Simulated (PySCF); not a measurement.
A PySCF script (with the pyscf-properties extension) for the NMR shieldings of `C[C@@H]1CC(=O)O[Si@@H]1S[SiH3]`, C$_{4}$H$_{10}$O$_{2}$SSi$_{2}$, on a GFN2-xTB geometry:

```python
import basis_set_exchange as bse
import numpy as np
from pyscf import gto, dft
from pyscf.prop import nmr

atoms = """
C    -2.044436    1.325212   -0.474289
C    -1.375841    0.013438   -0.869923
C    -1.361993   -1.006773    0.272260
C    -0.118504   -1.865184    0.199831
O     0.038648   -2.914465    0.749052
O     0.858220   -1.304718   -0.532710
Si    0.474512    0.097657   -1.331129
S     1.575477    1.676807   -0.432664
Si    3.095708    0.557058    0.649674
H    -1.484107    1.821226    0.315348
H    -3.059635    1.147667   -0.122684
H    -2.086763    1.997262   -1.327864
H    -1.930296   -0.413870   -1.710832
H    -2.244294   -1.646960    0.293250
H    -1.310271   -0.489462    1.235730
H     0.834701   -0.144349   -2.715745
H     3.905975    1.642228    1.177127
H     2.432497   -0.203338    1.698787
H     3.790599   -0.280185   -0.315311
"""
names = dict.fromkeys(["C", "O", "Si", "S", "H"], "pcSseg-1")
basis = {el: gto.basis.parse(bse.get_basis(n, elements=[el], fmt="nwchem")) for el, n in names.items()}
mol = gto.M(atom=atoms, basis=basis, charge=0, verbose=0)
mf = dft.RKS(mol, xc="PBE0")
mf.grids.level = 2
mf.grids.alignment = dft.numint.BLKSIZE   # the property module wants whole blocks of grid points
mf.conv_tol = 1e-9
mf.kernel()

calc = nmr.RKS(mf)   # GIAO
C = mf.mo_coeff
Co = C[:, mf.mo_occ > 0]
resp = mf.gen_response(singlet=True, hermi=2)
def vind(x):   # induced exchange potential for any number of trial vectors
    d = np.einsum("pi,xij,qj->xpq", C, 2 * x.reshape(-1, C.shape[1], Co.shape[1]), Co, optimize=True)
    return np.einsum("xpq,pi,qj->xij", resp(d - d.transpose(0, 2, 1)), C, Co, optimize=True).ravel()
mo1, _ = nmr.rhf.solve_mo1(calc, with_cphf=vind)
sigma = calc.kernel(mo1)
for i, s in enumerate(sigma):   # ppm
    print("%2d %-2s %9.2f" % (i, mol.atom_pure_symbol(i), np.trace(s) / 3))
```

Q: Give the expected output.

A: 
```
 0 C     170.84
 1 C     163.87
 2 C     147.10
 3 C      10.27
 4 O    -132.13
 5 O     104.70
 6 Si    326.32
 7 S     808.72
 8 Si    406.08
 9 H      30.33
10 H      30.34
11 H      30.61
12 H      30.07
13 H      28.95
14 H      29.59
15 H      26.11
16 H      27.06
17 H      27.06
18 H      26.84
```

These numbers come from an equivalent density-fitted implementation of the same equations, which agrees with the script to about 0.01 ppm for H and up to a few tenths of a ppm for heavy atoms, so last digits may differ.

Q: Turn these shieldings into chemical shifts. Referencing at the same level of theory: TMS for ¹³C (σref 186.93), ²⁹Si (σref 349.16), ¹H (σref 31.72); ¹⁷O (σref 336.08) vs H2O; ³³S (σref 503.73) against CS2.

A: Averaging equivalent atoms: C 3: 176.7; C 2: 39.8; C 1: 23.1; C 0: 16.1; O 4: 468.2; O 5: 231.4; Si 6: 22.8; Si 8: -56.9; S 7: -305; H 15: 5.60; H 16/17/18: 4.73; H 13: 2.77; H 14: 2.12; H 12: 1.65; H 9/10/11: 1.29 ppm. Unscaled 17O shifts of doubly bonded oxygen tend to come out too high, by tens of ppm or more. Experimental scales use liquid or dissolved standards, which lie at an offset from isolated H2O (liquid H2O: subtract about 36 ppm).

Size and cost of the density-fitted run: 224 basis functions, 110 s wall time on 1 thread of an Arm Neoverse N1, shared host; peak memory 0.99 GiB.
